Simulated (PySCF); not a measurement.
SiHF2Cl, SMILES F[SiH](F)Cl.

The structure is a stationary point at ωB97X-D3(BJ)/def2-SVP.

Calculation: PySCF with ωB97X-D3(BJ)/def2-SVP.

Frequencies are harmonic and unscaled.

Computed normal modes with their intensities:
```csv
mode,ν (cm⁻¹),IR (km/mol),moving atoms (share of kinetic energy)
1,227,5.0,"F 62 %, Cl 23 %, Si 14 %"
2,272,13.9,"F 67 %, Cl 23 %"
3,359,44.1,"F 54 %, Si 37 %"
4,594,95.2,"Si 46 %, Cl 42 %"
5,838,95.3,"H 79 %, F 16 %"
6,842,22.2,"H 88 %, F 12 %"
7,911,254.6,"F 50 %, Si 40 %, H 10 %"
8,999,214.1,"Si 50 %, F 45 %"
9,2389,81.0,H 97 %
```
